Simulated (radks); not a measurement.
Values are calculated unless marked as measured or tabulated.
Effect of the nuclear size on neutral rhenium, [Xe] 4f14 5d5 6s2. Level of theory: Dirac Kohn-Sham, BLYP, spin-unpolarised, spherical densities, finite nucleus; open shells fill j = l - 1/2 first; Fermi nuclear charge, rms radius 5.3698 fm (a radial shooting solver on a logarithmic mesh with Libxc functionals). The rms radius is varied about that value; shifts are against it.

rms radius (fm)  total energy shift (eV)  density at nucleus (e/bohr^3)  1s1/2 shift (meV)  2s1/2 shift (meV)  5s1/2 shift (meV)  5p1/2 shift (meV)  6s1/2 shift (meV)  5d5/2 shift (meV)  6p1/2 (empty) shift (meV)
4.6234                             -16.9                      1.632e+06              -6840               -974              -9.17              0.502             -0.623              0.555                      0.183
4.8704                             -11.5                      1.602e+06              -4650               -662              -6.24              0.341             -0.423              0.377                      0.124
5.3698                                 0                      1.547e+06              0.000              0.000              0.000              0.000              0.000              0.000                      0.000
5.8531                              11.8                        1.5e+06               4780                679               6.40             -0.349              0.435             -0.387                     -0.128
6.5726                              30.6                      1.439e+06              12400               1760               16.6             -0.903               1.12              -1.00                     -0.330

Slopes of the eigenvalues against <r^2> in GHz/fm^2, as finite differences over the two radii next to the reference (eigenvalue slopes, not the field-shift constants of lines): 1s1/2 216000, 2s1/2 30800, 5s1/2 290, 5p1/2 -15.8, 6s1/2 19.7, 5d5/2 -17.5, 6p1/2 (empty) -5.78.
